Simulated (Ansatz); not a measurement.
**Question.** Name a neutral molecule of Cl, S, Si and H with HOMO–LUMO gap (ωB97M-V/def2-TZVPP) between 11.70 and 12.00 eV and HOMO–LUMO gap (B3LYP/def2-TZVPP) between 7.05 and 7.35 eV (Ansatz, PBE0-D4/def2-TZVP geometry).

**Answer.** `Cl[SiH2]S[SiH](Cl)Cl` (11.81 eV, 7.29 eV); `Cl[SiH2]S[Si](Cl)(Cl)Cl` (11.71 eV, 7.07 eV). Other molecules can fit too; these were computed, each in one conformer that needn't be the lowest.

B3LYP here is the variant with VWN-RPA as its local correlation; programs differ in this.
